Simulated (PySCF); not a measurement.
Spin-rotation constants: `O=C1CC(F)=CN1`, C4H4FNO

Geometry:
```tsv
atom	x (Å)	y (Å)	z (Å)
O1	-2.234	0.907	-0.125
C2	-1.102	0.499	-0.064
C3	-0.617	-0.945	-0.010
C4	0.863	-0.770	0.053
F5	1.703	-1.811	0.116
C6	1.189	0.522	0.040
N7	0.022	1.279	-0.031
H8	-1.024	-1.455	0.865
H9	-0.946	-1.497	-0.892
H10	2.153	0.990	0.075
H11	-0.001	2.285	-0.053
```

Method used: GIAO B3LYP/pcSseg-1 magnetisability, rotational g tensor and spin-rotation constants, non-relativistic, gas phase in PySCF 2.14.0. Geometry: GFN2-xTB.

Q: Give the nuclear spin-rotation constants along the inertial axes (H = +C I·J) beside the isotropic shieldings.

A: Rotational constants 7.1071, 2.0108, 1.5826 GHz. A star marks the isotopologue with that one atom substituted, in its own axes.
| atom | isotope | Caa (kHz) | Cbb (kHz) | Ccc (kHz) | mean (kHz) | σ (ppm) |
| --- | --- | --- | --- | --- | --- | --- |
| F5 | 19F | 7.137 | 2.496 | 0.421 | 3.351 | 325.4 |
| N7 | 14N | 0.928 | 0.130 | 0.122 | 0.393 | 119.1 |
| H8 | 1H | -0.813 | -0.082 | -0.038 | -0.311 | 28.7 |
| H9 | 1H | -0.813 | -0.081 | -0.039 | -0.311 | 28.7 |
| H10 | 1H | -0.376 | 0.092 | -0.197 | -0.160 | 25.8 |
| H11 | 1H | -0.228 | -0.001 | -0.220 | -0.150 | 26.7 |
| O1 | 17O* | -4.372 | -1.060 | -0.076 | -1.836 | -89.6 |
| C2 | 13C* | 2.610 | 1.024 | 0.419 | 1.351 | 10.4 |
| C3 | 13C* | 1.155 | 0.395 | 0.280 | 0.610 | 144.2 |
| C4 | 13C* | 3.365 | 0.665 | 0.437 | 1.489 | 24.6 |
| C6 | 13C* | 2.962 | 0.575 | 0.277 | 1.271 | 67.9 |

For the geometry as given, no vibrational averaging.

Q: How do the rotational constants and the g tensor change when H8, H9, H10, H11 are replaced by deuterium?

A: Constants 5.8225, 1.9733, 1.5011 GHz; g -0.0459, -0.0350, -0.0137, against -0.0559, -0.0356, -0.0145 before.
